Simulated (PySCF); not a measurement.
## C$_{6}$H$_{9}$BO

Cartesian coordinates in Å; atom numbers follow the order of the lines, from 1:
```xyz
17

B     1.224    0.697   -0.794
C     1.692   -0.455    0.170
C     0.753   -1.103    0.855
C    -0.670   -0.686    0.617
C    -0.916   -0.720   -0.898
O    -0.224    0.405   -1.407
C    -0.100    1.394   -0.339
C    -0.814    0.823    0.867
H     1.919    1.199   -1.595
H     2.730   -0.726    0.297
H     0.944   -1.915    1.542
H    -1.390   -1.287    1.173
H    -1.981   -0.605   -1.134
H    -0.528   -1.621   -1.378
H    -0.438    2.368   -0.679
H    -0.337    1.134    1.796
H    -1.869    1.110    0.896
```

Level of theory: TDDFT B3LYP/def2-SVPD circular dichroism and optical rotation, one conformer, gas phase in PySCF. Geometry: GFN2-xTB.

The bonding changed while the geometry was optimised; results refer to the coordinates, not to the name. States above about 6.7 eV (minus the energy of the highest occupied orbital) lie near or above the ionisation threshold and depend on the basis.

Task: Draw the ECD and absorption spectra from the lowest 8 states, each a Gaussian of half-width 0.25 eV at 1/e height.

Result: 
```
E (eV)  λ (nm)  Δε (L mol⁻¹ cm⁻¹)  ε (L mol⁻¹ cm⁻¹)
  5.52     225              -0.02              85.2
  5.62     221              -0.09               363
  5.72     217              -0.26              1130
  5.82     213              -0.48              2560
  5.92     209              -0.56              4270
  6.02     206              -0.38              5260
  6.12     203              -0.37              4820
  6.22     199              -1.51              3320
  6.32     196              -4.27              1820
  6.42     193              -8.00              1070
  6.52     190             -11.83              1390
  6.62     187             -15.94              2840
  6.72     185             -19.74              4990
  6.82     182             -19.40              6760
  6.92     179             -11.06              7120
  7.02     177              +2.80              6070
```
Δε uses R in velocity form, ε uses f in length form. Only the states computed contribute, so the short-wavelength end is incomplete.
